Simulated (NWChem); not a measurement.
Isomers of C5H5FSi, each optimised at B3LYP/6-31G* with NWChem, gas phase unless a solvent is named. Flexible species stand in one conformer each, which need not be the lowest. Pople sets run with spherical d functions. Relative energies count from the lowest isomer at each level and are electronic, without zero-point energy, on those geometries.

A: C#C[Si](C)(F)C#C
B: [SiH2](C#C)[C@H](F)C#C
C: C#CC([SiH3])=C=CF

| quantity | A | B | C |
|---|---|---|---|
| relative energy, PBE/def2-SVP (kcal/mol) | 0.0 | 64.8 | 60.0 |
| orbital gap (eV), B3LYP/6-31G* | ? | 6.81 | 5.49 |
| SMD solvation free energy in toluene, B3LYP/6-31G* (kcal/mol) | ? | -2.8 | -2.3 |

**Question.** What belongs in the gaps?

**Answer.** 
- orbital gap (eV), B3LYP/6-31G*, A: 7.04
- SMD solvation free energy in toluene, B3LYP/6-31G* (kcal/mol), A: -2.1
